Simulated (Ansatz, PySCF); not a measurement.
Gas-phase reaction in SMILES: CN(C)C [N,N-dimethylmethanamine] + 3 [H][H] (H2) → 3 C (CH4) + N (NH3)
Geometries: B3LYP-D3(BJ)/def2-TZVP minima from Ansatz (a first-principles code).

Property: energy of full hydrogenation (enthalpy at 298 K, with B3LYP-D3(BJ) rigid-rotor harmonic-oscillator terms from PySCF), in kcal/mol. Cores are frozen in the correlated levels unless marked. No spin-orbit coupling. Non-relativistic. Basis-set limits of correlation are two-point, X^-3; Hartree-Fock from the larger set. [CCSD(T)-MP2]/basis is that difference in the basis named.

From measured enthalpies of formation at 298 K: -58.6 kcal/mol (CN(C)C -5.7, ATcT 1.112; [H][H] (H2) 0.0, ATcT 1.112; C (CH4) -17.8, ATcT 1.112; N (NH3) -10.9, ATcT 1.112). It holds spin-orbit effects, which the calculations lack, and core correlation, which the frozen-core levels lack.

```json
[
 {"level": "HF/cc-pVTZ", "program": "Ansatz", "energy of full hydrogenation (kcal/mol)": "-68.2", "error against measurement": "-9.6"},
 {"level": "revPBE-D3(BJ)/def2-TZVPD", "program": "Ansatz + dftd3", "energy of full hydrogenation (kcal/mol)": "-54.3", "error against measurement": "4.3"},
 {"level": "TPSSh/def2-TZVPD", "program": "PySCF", "energy of full hydrogenation (kcal/mol)": "-56.1", "error against measurement": "2.5"},
 {"level": "M06-2X/def2-TZVPD", "program": "PySCF", "energy of full hydrogenation (kcal/mol)": "-53.2", "error against measurement": "5.4"},
 {"level": "HSE06-D3(BJ)/def2-TZVPD", "program": "Ansatz + dftd3", "energy of full hydrogenation (kcal/mol)": "-58.4", "error against measurement": "0.2"},
 {"level": "HSE06/def2-TZVPD", "program": "Ansatz", "energy of full hydrogenation (kcal/mol)": "-60.3", "error against measurement": "-1.7"},
 {"level": "LC-wPBE-D3(BJ)/def2-TZVPD", "program": "Ansatz + dftd3", "energy of full hydrogenation (kcal/mol)": "-58.0", "error against measurement": "0.6"},
 {"level": "LC-wPBE-D4/def2-TZVPD", "program": "Ansatz + dftd4", "energy of full hydrogenation (kcal/mol)": "-57.3", "error against measurement": "1.3"},
 {"level": "PBE-QIDH/def2-TZVPD", "program": "Ansatz", "energy of full hydrogenation (kcal/mol)": "-58.1", "error against measurement": "0.5"},
 {"level": "RI-MP2/cc-pVTZ", "program": "Ansatz", "energy of full hydrogenation (kcal/mol)": "-56.9", "error against measurement": "1.7"},
 {"level": "RI-MP2/cc-pVQZ", "program": "Ansatz", "energy of full hydrogenation (kcal/mol)": "-57.1", "error against measurement": "1.5"},
 {"level": "CCSD(T)/6-31G", "program": "Ansatz", "energy of full hydrogenation (kcal/mol)": "-53.5", "error against measurement": "5.1"},
 {"level": "CCSD(T)/cc-pVDZ", "program": "Ansatz", "energy of full hydrogenation (kcal/mol)": "-53.9", "error against measurement": "4.7"},
 {"level": "CCSD(T)/cc-pVTZ", "program": "Ansatz", "energy of full hydrogenation (kcal/mol)": "-58.1", "error against measurement": "0.5"},
 {"level": "RI-MP2/CBS(cc-pVTZ,cc-pVQZ)+[CCSD(T)-MP2]/cc-pVTZ", "program": "Ansatz", "energy of full hydrogenation (kcal/mol)": "-58.3", "error against measurement": "0.3"}
]
```
